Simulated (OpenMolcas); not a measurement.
# Eu4+: the spin-orbit constant, worked from levels

```json
{
  "Program": "OpenMolcas 26.06",
  "Basis": "ANO-RCC-VTZP [8s7p5d3f2g1h]",
  "Scalar Hamiltonian": "DKH2, point nucleus",
  "Active space": "5 electrons in 14 orbitals (RAS2 4f; RAS3 5f, at most 2 electrons)",
  "State averaging": "2S+1 = 6 odd, 18 roots; 2S+1 = 4 odd, 48 roots kept (CI in the orbitals of an earlier block)",
  "Spin-orbit coupling": "RASSI with atomic mean-field integrals over the reference wave functions, term energies averaged over their components"
}
```

Methods: RASSCF; SS-RASPT2, IPEA 0.25 Eh, imaginary shift 0.1 Eh (closed shells correlated: 5s 5p).

**The spin-orbit constant.** For the Hund term 6H* of f5, E(J) = (A/2) J(J+1) + constant and ζ = 2S·A = 5A. From J = 5/2 to J = 15/2 the energy changes by 27.5 A.

```tsv
Source	E(15/2) - E(5/2)	A	ζ
RASSCF	8668.8	315.2	1576
SS-RASPT2	8696.0	316.2	1581
```

All in cm-1. Both methods take the spin-orbit matrix elements from the reference wave functions, so the second can move ζ only through the term energies and any multistate remixing. Second-order mixing with other terms is absorbed into this ζ.

CASPT2 does not keep the components of a term degenerate, so their means are used; among the terms shown or strongly mixed into the levels shown the widest spread is 11 cm-1 (4f5 6H*, SS-RASPT2). High states are left out of the spin-orbit mixing, which shifts the levels that they would mix with. Active for correlation alone: 5f; no level in the range computed is led by a configuration that fills it, so any true level of that kind is missing. Without dynamic correlation excited terms often stand tens of per cent too high (terms of higher spin than the ground term too low), and those without a measured partner can miss by more than the paired ones (holds for RASSCF). Each CASPT2 term energy is a mean over a sample of three components (holds for SS-RASPT2). Levels of configurations outside the active space are missing.

* marks odd parity.
